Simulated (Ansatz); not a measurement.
```yaml
atoms:
  - { symbol: C, position_ang: [0.0053, -0.0071, -0.6140] }
  - { symbol: F, position_ang: [0.0003, -0.0084, 0.7393] }
  - { symbol: H, position_ang: [0.0030, -1.0411, -0.9885] }
  - { symbol: H, position_ang: [-0.8958, 0.5187, -0.9867] }
  - { symbol: H, position_ang: [0.9027, 0.5107, -1.0006] }
```

Basis set: STO-3G (spherical functions). Frozen core: 2 orbitals. Charge 0, multiplicity 1.

Computed with Ansatz (development build ahead of 0.2.0); each method stands on the lowest determinant of its kind that the runs found. Restricted open shells among the atoms or ions are ROHF, correlated in semicanonical orbitals with singles.

The atomization energy at this shape (free ground-state atoms in the same class of orbitals less the molecule, no zero-point energy) of singlet CH3F:

| method | atomization energy |
| --- | --- |
| RHF | 15.87 eV |

What does RHF-MP2 give?

17.45 eV.

This basis has no polarisation functions and is too small for such energies, which can lie far from measured ones in either direction.
